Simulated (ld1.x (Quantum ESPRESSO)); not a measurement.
## Which change was made? (Ti, ultrasoft)

```json
{
  "Element": "titanium",
  "Generator": "ld1.x (Quantum ESPRESSO) 7.5",
  "Type": "ultrasoft",
  "Functional": "PBE",
  "Relativity": "scalar-relativistic",
  "Frozen core": "[Ne] 3s2",
  "Valence charge": "10",
  "Reference configuration": "3p6 3d2 4s1.75 4p0.25",
  "Partial waves": "4s (bound): rcut 2.50, rcutus 2.75 bohr; 4s channel at 0.1 Ry: rcut 2.50, rcutus 2.75 bohr; 3p (bound): rcut 1.50, rcutus 1.60 bohr; 4p (bound): rcut 1.50, rcutus 1.60 bohr; 3d (bound): rcut 1.30, rcutus 1.40 bohr; 3d channel at 0.95 Ry: rcut 1.30, rcutus 1.40 bohr",
  "Local potential": "all-electron potential smoothed inside 2.70 bohr (lloc = -1)",
  "Core correction": "Bessel-smoothed model core inside 1.40 bohr",
  "Augmentation charge": "PSQ, inside the norm-conserving radii"
}
```

Cutoffs, loose and tight: the cutoffs (Ry, on a coarse ladder) from which the occupation-weighted sum of valence levels, in a spherical-Bessel basis at the reference potential, stays within 10 and 1 mRy of its value at 400 Ry. They do not see the model core or the augmentation charge, which bear on the density cutoff. Test errors are all-electron minus pseudo excitation energies from the reference, over the configurations 3p6 3d2 4s2 4p0; 3p6 3d2 4s1 4p0; 3p6 3d2 4s0 4p0; 3p6 3d2 4s0 4p2; 3p6 3d2 4s1.5 4p0; 3p6 3d2.5 4s1.5 4p0; 3p6 3d1 4s2 4p1; variants that change the core or the reference have their own tests. The largest error is taken over the tests solved by every variant that gives reliable tests at all, those not shown here included: 3p6 3d1 4s2 4p1; 3p6 3d2 4s0 4p0; 3p6 3d2 4s0 4p2; 3p6 3d2 4s1 4p0; 3p6 3d2 4s1.5 4p0; 3p6 3d2 4s2 4p0.

The base gives: outcome: generated; cutoff, loose: 50 Ry; cutoff, tight: 80 Ry; bound ghosts: none; largest test error (meV): -139.

After one change the result is: outcome: generated; cutoff, loose: 80 Ry; cutoff, tight: 120 Ry; bound ghosts: none; largest test error (meV): -116. Which change was it?
A. waves 3p (bound): rcut 1.04, rcutus 1.10 bohr; 4p (bound): rcut 1.04, rcutus 1.10 bohr
B. waves 3d (bound): rcut 1.02, rcutus 1.08 bohr; 3d channel at 0.95 Ry: rcut 1.02, rcutus 1.08 bohr
C. local potential all-electron potential smoothed inside 1.10 bohr (lloc = -1)
D. waves 4s (bound): rcut 2.50, rcutus 3.42 bohr; 4s channel at 0.1 Ry: rcut 2.50, rcutus 3.42 bohr

B. The others give: waves 4s (bound): rcut 2.50, rcutus 3.42 bohr; 4s channel at 0.1 Ry: rcut 2.50, rcutus 3.42 bohr → outcome: generated; cutoff, loose: 50 Ry; cutoff, tight: 80 Ry; bound ghosts: none; largest test error (meV): -107 | local potential all-electron potential smoothed inside 1.10 bohr (lloc = -1) → outcome: generated, overlap not positive; bound ghosts: s (p not tested, overlap not positive); largest test error (meV): -143 | waves 3p (bound): rcut 1.04, rcutus 1.10 bohr; 4p (bound): rcut 1.04, rcutus 1.10 bohr → outcome: generated; cutoff, loose: 70 Ry; cutoff, tight: 120 Ry; bound ghosts: none; largest test error (meV): -86. A file whose overlap is not positive is unfit for use, and its test errors describe a broken file.
